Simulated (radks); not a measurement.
Results of a calculation; reference values are marked as such.
The table gives one normalised radial function P(r) = r R(r) (large component) of Pr in [Xe] 4f3 6s2 (r in bohr). Code: a radial shooting solver on a logarithmic mesh with Libxc functionals. Model: Dirac Kohn-Sham, PBE, spin-unpolarised, spherical densities, finite nucleus; open shells fill j = l - 1/2 first; Fermi nuclear charge, rms radius 4.8919 fm.

| r | P |
|---|---|
| 0.001159 | 0.0398 |
| 0.001349 | 0.0451 |
| 0.001571 | 0.0510 |
| 0.001843 | 0.0578 |
| 0.002146 | 0.0650 |
| 0.002518 | 0.0733 |
| 0.002932 | 0.0818 |
| 0.003413 | 0.0908 |
| 0.004005 | 0.1008 |
| 0.004662 | 0.1104 |
| 0.005428 | 0.1200 |
| 0.00637 | 0.1296 |
| 0.007415 | 0.1376 |
| 0.008633 | 0.1439 |
| 0.01013 | 0.1476 |
| 0.01179 | 0.1473 |
| 0.01384 | 0.1417 |
| 0.01611 | 0.1299 |
| 0.01876 | 0.1106 |
| 0.02201 | 0.0810 |
| 0.02562 | 0.0436 |
| 0.02983 | -0.0025 |
| 0.03501 | -0.0583 |
| 0.04075 | -0.1147 |
| 0.04744 | -0.1685 |
| 0.05568 | -0.2139 |
| 0.06481 | -0.2365 |
| 0.07606 | -0.2281 |
| 0.08855 | -0.1821 |
| 0.1031 | -0.0972 |
| 0.121 | 0.0264 |
| 0.1408 | 0.1578 |
| 0.1639 | 0.2742 |
| 0.1924 | 0.3434 |
| 0.224 | 0.3271 |
| 0.2628 | 0.2081 |
| 0.306 | 0.0123 |
| 0.3562 | -0.2189 |
| 0.418 | -0.4264 |
| 0.4866 | -0.5160 |
| 0.5665 | -0.4524 |
| 0.6648 | -0.2180 |
| 0.774 | 0.1134 |
| 0.901 | 0.4681 |
| 1.057 | 0.7734 |
| 1.231 | 0.9366 |
| 1.445 | 0.9528 |
| 1.682 | 0.8413 |
| 1.958 | 0.6558 |
| 2.297 | 0.4422 |
| 2.675 | 0.2679 |
| 3.114 | 0.1425 |
| 3.654 | 0.0632 |
| 4.254 | 0.0250 |
| 4.952 | 0.0083 |
| 5.811 | 0.0021 |
| 6.765 | 0.0004 |
| 7.939 | 0.0001 |
| 9.242 | 0.0000 |
| 10.76 | 0.0000 |
| 12.63 | 0.0000 |
| 14.7 | 0.0000 |

Which n and l does it have? It may be an empty orbital.

Answer. n = 5, l = 0: the number of nodes gives n - l - 1 = 4, the rise at small r points to l (this Dirac orbital starts outside the nucleus as r^gamma with gamma = sqrt((l + 1)^2 - (Z/c)^2) = 0.90; the j = 1/2 orbital of l + 1 starts with the same power, but with a smaller coefficient, and then steepens), and the extent must fit the shell. The curve is that of 5s1/2. 5s1/2: eigenvalue -38.913 eV, 4 radial nodes at r = 0.0296, 0.117, 0.309, 0.737 bohr, <r> = 1.51 bohr, 90 % of the charge inside 2.17 bohr.
